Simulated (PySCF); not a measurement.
## Relaxation of singlet [BrCl4]+

All numbers come from B3LYP/[Br def2-SVP, Cl def2-SVP], no relativity, density fitting, PySCF. A (50,194) grid was used.

A start displaced from a saddle point along its imaginary mode, of C4v symmetry, held to at least that symmetry:

Coordinates in bohr (charge 1 multiplicity 1):
```
Br    0.0000    0.0000    0.2268
Cl    4.4573    0.0000   -0.1279
Cl    0.0000    4.4573   -0.1279
Cl   -4.4573    0.0000   -0.1279
Cl    0.0000   -4.4573   -0.1279
```

(1) What forces act on the atoms at the start (eV/Å)?

(2) What does it relax to?

(3) How much energy is released, and in how many steps?

## Answers

(1) 
| atom | Fx | Fy | Fz |
| --- | --- | --- | --- |
| Br1 | 0.00 | 0.00 | 0.84 |
| Cl2 | -0.25 | 0.00 | -0.21 |
| Cl3 | 0.00 | -0.25 | -0.21 |
| Cl4 | 0.25 | 0.00 | -0.21 |
| Cl5 | 0.00 | 0.25 | -0.21 |

(2) It ends at C4v with Br–Cl 2.307 Å (×4); Cl–Br–Cl 86.8° (×4), Cl–Br–Cl 152.9° (×2) (after a last refinement on a finer grid). No frequency check is given, so it may be a saddle point. Other isomers or separated fragments may lie lower.

(3) 27.8 kJ/mol in 5 steps.
